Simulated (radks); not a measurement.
Results of a calculation; reference values are marked as such.
Task: These are the eigenvalues of the occupied orbitals of an atom or ion with whole-number occupations (eV). Level of theory: Dirac Kohn-Sham, PBE, spin-unpolarised, spherical densities, finite nucleus; Fermi nuclear charge, rms radius of each element as measured or else 0.836 A^(1/3) + 0.57 fm (a radial shooting solver on a logarithmic mesh with Libxc functionals).

| orbital | eigenvalue |
|---|---|
| 1s1/2 | -34365.70 |
| 2s1/2 | -5364.539 |
| 2p1/2 | -5041.451 |
| 2p3/2 | -4716.817 |
| 3s1/2 | -1114.219 |
| 3p1/2 | -979.9030 |
| 3p3/2 | -918.2407 |
| 3d3/2 | -681.8804 |
| 3d5/2 | -668.8488 |
| 4s1/2 | -218.3715 |
| 4p1/2 | -170.8100 |
| 4p3/2 | -158.5066 |
| 4d3/2 | -81.5524 |
| 4d5/2 | -79.5607 |
| 5s1/2 | -39.1406 |
| 5p1/2 | -27.5758 |
| 5p3/2 | -26.0424 |

Which element is it, and in what charge state? The configuration may be excited. Open shells, if any, fill j = l - 1/2 first.

Result: Z = 54, xenon, charge +2: Xe2+ in [Kr] 4d10 5s2 5p4. The list shows which subshells hold electrons but not how many an open one holds; the 1s level, -1262.9 hartree, gives Z - s = 50.3 by -(Z - s)^2/2, which with screening and relativity narrows Z to a few neighbours, and the depths of the outer levels then fix element, charge and occupations together.
